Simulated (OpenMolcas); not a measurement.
## Multiconfigurational calculation on Pt5+

Pt5+ among 4 point charges of -1.3 e arranged as a tetrahedron (Td), 2 Å from the ion.

Input:

```
&GATEWAY
Coord
1

Pt 0.0 0.0 0.0
Basis=ANO-RCC-VTZP
Group=NoSym
NoMove
AngMom=0.0 0.0 0.0
AMFI
XField
4 Angstrom 0
1.154701 1.154701 1.154701 -1.300000
1.154701 -1.154701 -1.154701 -1.300000
-1.154701 1.154701 -1.154701 -1.300000
-1.154701 -1.154701 1.154701 -1.300000
&SEWARD
* reference wave functions (RASSCF and RASSI steps not shown): 5 electrons in 5 orbitals (5d)
>>> COPY JOB001 $Project.JobIph
&CASPT2
Multistate=1 1
Frozen=23
IPEA=0.25
Imaginary=0.1
MaxIter=60
WThr=0.0 0.3 0.05
PrWF=0.5
NoMix
>>> COPY JOB002 $Project.JobIph
&CASPT2
Multistate=24 1 2 3 4 5 6 7 8 9 10 11 12 13 14 15 16 17 18 19 20 21 22
23 24
NoMult
Frozen=23
IPEA=0.25
Imaginary=0.1
MaxIter=60
WThr=0.0 0.3 0.05
PrWF=0.5
NoMix
>>> COPY JOB003 $Project.JobIph
&CASPT2
Multistate=75 1 2 3 4 5 6 7 8 9 10 11 12 13 14 15 16 17 18 19 20 21 22
23 24 25 26 27 28 29 30 31 32 33 34 35 36 37 38 39 40 41 42 43 44 45 46
47 48 49 50 51 52 53 54 55 56 57 58 59 60 61 62 63 64 65 66 67 68 69 70
71 72 73 74 75
NoMult
Frozen=23
IPEA=0.25
Imaginary=0.1
MaxIter=60
WThr=0.0 0.3 0.05
PrWF=0.5
NoMix
```

Launched by
```bash
OMP_NUM_THREADS=1 MOLCAS_MEM=1689 MOLCAS_PROJECT=a pymolcas a.inp > a.log  # once for each step of the input, in one work folder
```

Output, cut to the results:

```
--- CASPT2 ---
Orbital specifications:
      -----------------------

      Symmetry species                           1
                                                 a
      Frozen orbitals                           23
      Inactive orbitals                         11
      Active orbitals                            5
      Secondary orbitals                        45
      Deleted orbitals                           0
      Number of basis functions                 84
Type of calculation                        SS-CASPT2
      Fock operator                              state-specific
      IPEA shift                                 0.25
      Real shift                                 0.00
      Imaginary shift                            0.10
      The input orbitals will be transformed to quasi-canonical
Reference energy:      -18397.2103169401
      E2 (Non-variational):      -0.4803132583
      Shift correction:          -0.0000840170
      E2 (Variational):          -0.4803972753
      Total energy:          -18397.6907142154
      Residual norm:              0.0000000465
      Reference weight:           0.94511
      Contributions to the CASPT2 correlation energy
      Active & Virtual Only:         -0.0522057954
      One Inactive Excited:          -0.1954495469
      Two Inactive Excited:          -0.2326579160
::    CASPT2 Root  1     Total energy: -18397.69071422
--- CASPT2 ---
Orbital specifications:
      -----------------------

      Symmetry species                           1
                                                 a
      Frozen orbitals                           23
      Inactive orbitals                         11
      Active orbitals                            5
      Secondary orbitals                        45
      Deleted orbitals                           0
      Number of basis functions                 84
Type of calculation                        SS-CASPT2
      Fock operator                              state-specific
      IPEA shift                                 0.25
      Real shift                                 0.00
      Imaginary shift                            0.10
      The input orbitals will be transformed to quasi-canonical
Reference energy:      -18397.0759616257
      E2 (Non-variational):      -0.4940417896
      Shift correction:          -0.0001008877
      E2 (Variational):          -0.4941426773
      Total energy:          -18397.5701043030
      Residual norm:              0.0000008510
      Reference weight:           0.94163
      Contributions to the CASPT2 correlation energy
      Active & Virtual Only:         -0.0630393338
      One Inactive Excited:          -0.1970094475
      Two Inactive Excited:          -0.2339930082
Reference energy:      -18397.0759616257
      E2 (Non-variational):      -0.4941491132
      Shift correction:          -0.0001017893
      E2 (Variational):          -0.4942509025
      Total energy:          -18397.5702125282
      Residual norm:              0.0000008501
      Reference weight:           0.94155
      Contributions to the CASPT2 correlation energy
      Active & Virtual Only:         -0.0631164422
      One Inactive Excited:          -0.1970388519
      Two Inactive Excited:          -0.2339938192
::    CASPT2 Root  1     Total energy: -18397.57010430
::    CASPT2 Root  2     Total energy: -18397.57021253
::    CASPT2 Root  3     Total energy: -18397.57038621
::    CASPT2 Root  4     Total energy: -18397.56774594
::    CASPT2 Root  5     Total energy: -18397.56828743
::    CASPT2 Root  6     Total energy: -18397.56829248
::    CASPT2 Root  7     Total energy: -18397.56843960
::    CASPT2 Root  8     Total energy: -18397.56825676
::    CASPT2 Root  9     Total energy: -18397.56833461
::    CASPT2 Root 10     Total energy: -18397.54414697
::    CASPT2 Root 11     Total energy: -18397.54369610
::    CASPT2 Root 12     Total energy: -18397.54414303
::    CASPT2 Root 13     Total energy: -18397.54667747
::    CASPT2 Root 14     Total energy: -18397.54653632
::    CASPT2 Root 15     Total energy: -18397.54668386
::    CASPT2 Root 16     Total energy: -18397.54643895
::    CASPT2 Root 17     Total energy: -18397.54643160
::    CASPT2 Root 18     Total energy: -18397.49049671
::    CASPT2 Root 19     Total energy: -18397.48973221
::    CASPT2 Root 20     Total energy: -18397.48976450
::    CASPT2 Root 21     Total energy: -18397.48973231
::    CASPT2 Root 22     Total energy: -18397.48835602
::    CASPT2 Root 23     Total energy: -18397.48838971
::    CASPT2 Root 24     Total energy: -18397.48837498
--- CASPT2 ---
Orbital specifications:
      -----------------------

      Symmetry species                           1
                                                 a
      Frozen orbitals                           23
      Inactive orbitals                         11
      Active orbitals                            5
      Secondary orbitals                        45
      Deleted orbitals                           0
      Number of basis functions                 84
Type of calculation                        SS-CASPT2
      Fock operator                              state-specific
      IPEA shift                                 0.25
      Real shift                                 0.00
      Imaginary shift                            0.10
      The input orbitals will be transformed to quasi-canonical
Reference energy:      -18397.0166671166
      E2 (Non-variational):      -0.4955991405
      Shift correction:          -0.0000946007
      E2 (Variational):          -0.4956937412
      Total energy:          -18397.5123608577
      Residual norm:              0.0000004913
      Reference weight:           0.94175
      Contributions to the CASPT2 correlation energy
      Active & Virtual Only:         -0.0622240802
      One Inactive Excited:          -0.2027737639
      Two Inactive Excited:          -0.2306012964
Reference energy:      -18397.0166671166
...
```

Spin-orbit levels above the lowest (labels of Td), with the averaged single-state CASPT2 energies on the diagonal:

```csv
E (cm-1),Degeneracy,Label,2S+1,g
0,4,Γ8,6 (81 %),
43,2,Γ7,6 (82 %),3.19 3.19 3.19
18470,4,Γ8,4 (55 %),
19630,2,Γ7,4 (57 %),1.71 1.71 1.71
25560,2,Γ6,4 (86 %),2.29 2.29 2.29
25650,4,Γ8,4 (87 %),
25860,2,Γ7,4 (86 %),2.70 2.70 2.70
26400,4,Γ8,4 (89 %),
27280,2,Γ7,4 (80 %),3.02 3.02 3.02
27410,4,Γ8,4 (75 %),
27440,2,Γ6,4 (74 %),4.35 4.35 4.35
27890,4,Γ8,4 (80 %),
28110,2,Γ7,4 (81 %),2.58 2.58 2.58
28340,2,Γ6,4,3.80 3.80 3.80
28380,4,Γ8,4 (86 %),
28930,4,Γ8,4 (89 %),
29340,4,Γ8,4 (89 %),
31210,2,Γ6,4,1.76 1.76 1.76
33980,2,Γ7,4,3.76 3.76 3.76
34780,4,Γ8,4,
```

Roots that are degenerate in the reference are averaged as groups; the widest CASPT2 spread within a group is 100 cm-1 (the 2-fold group of multiplicity 2 near 48000 cm-1 above the lowest state of its run). Shifts and gaps below about the spread of the groups concerned are not significant. Point charges give a weaker field than real ligands, and real ions of this kind are as a rule low spin; the high spin found here belongs to the model. Free-ion shares, where given, are those of the reference states; single-state CASPT2 does not remix them. This is an electrostatic model: the charges have no orbitals. No measured value stands beside these numbers.

The CASPT2 steps took 87 s on 1 thread of Arm Neoverse V1, on a shared host; the integral step is not counted.
